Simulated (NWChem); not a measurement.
# Extrapolating the MP2 correlation energy of H3ClSi

SMILES: [SiH3]Cl
```xyz
5

Si     0.9965     0.0279     0.0000
Cl    -1.0818    -0.0303     0.0000
H      1.4600     0.7444     1.2180
H      1.4600     0.7444    -1.2180
H      1.5191    -1.3644     0.0000
```
Charge 0, spin multiplicity 1.

All runs are NWChem calculations. The geometry was optimised at B3LYP/def2-SVP, a minimum by its harmonic frequencies.

The correlated methods keep 10 core orbitals frozen. The structure started from a generated list of species.

Worked example. The MP2 correlation energy is -239.48 mHa in cc-pVDZ and -318.89 mHa in cc-pVTZ. The form E(X) = E∞ + A/X³ turns the pair into an estimate of the basis-set limit.

E∞ = (3³·(-318.89) − 2³·(-239.48))/(3³ − 2³) = -352.3 mHa. The larger basis holds 91 % of that, at about 3 times the processor time of the smaller one. This is a two-point estimate, and a rough one from so small a pair.
